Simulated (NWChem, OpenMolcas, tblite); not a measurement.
# SnSiH4OF (SMILES [F][SnH][O][SiH3]): the dipole moment, rung by rung

The species is SnSiH4OF (8 atoms), meant as a doublet with charge 0. SMILES: `[F][SnH][O][SiH3]`. The coordinates come from a PBE0-D4/def2-TZVP relaxation. This is one conformer, not always the lowest.

```jsonl
{"atom": "F", "x (Å)": "-1.6073", "y (Å)": "1.7317", "z (Å)": "1.0203"}
{"atom": "Sn", "x (Å)": "-0.4207", "y (Å)": "1.8745", "z (Å)": "-0.4935"}
{"atom": "O", "x (Å)": "0.2100", "y (Å)": "0.0393", "z (Å)": "-0.6944"}
{"atom": "Si", "x (Å)": "0.7138", "y (Å)": "-1.1827", "z (Å)": "0.2769"}
{"atom": "H", "x (Å)": "-1.4357", "y (Å)": "2.1763", "z (Å)": "-1.8771"}
{"atom": "H", "x (Å)": "1.7291", "y (Å)": "-1.9821", "z (Å)": "-0.4567"}
{"atom": "H", "x (Å)": "-0.4272", "y (Å)": "-2.0613", "z (Å)": "0.6436"}
{"atom": "H", "x (Å)": "1.3303", "y (Å)": "-0.6529", "z (Å)": "1.5250"}
```

Quantity: the dipole moment, in D. The values are calculated.

```tsv
level	kind	program	value (D)	CPU time
GFN2-xTB	semi-empirical	tblite	2.88	under 2 s
UHF/def2-SVP (core potential)	Hartree–Fock	NWChem	3.22	27 s
USVWN5/def2-SVP (core potential)	LDA	OpenMolcas	2.16	38 s
UBLYP/def2-SVP (core potential)	GGA	OpenMolcas	2.19	69 s
UPBE/def2-SVP (core potential)	GGA	OpenMolcas	2.22	66 s
U-r2SCAN/def2-SVP (core potential)	meta-GGA	OpenMolcas	2.49	80 s
UB3LYP/def2-SVP (core potential)	global hybrid	OpenMolcas	2.50	60 s
UM06-2X/def2-SVP (core potential)	hybrid meta-GGA	OpenMolcas	2.83	75 s
```

The values span 2.16 to 3.22 D. Magnitudes only. CPU times are rough (shared hosts, several kinds of processor and program).
